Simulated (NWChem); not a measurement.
System: AlH2 cation; SMILES [AlH2+]

All runs: NWChem. Geometry: optimised at PBE0-D3(BJ)/def2-TZVP. Static field.

For level PBE/def2-SVPD:

```yaml
isotropic polarisability (bohr³): 21.1
anisotropy (bohr³): 8.1
```

Q: How do the values read with level Hartree-Fock/def2-SVPD instead?

A: 
| Property | Value |
|---|---|
| isotropic polarisability (bohr³) | 19.5 |
| anisotropy (bohr³) | 6.5 |
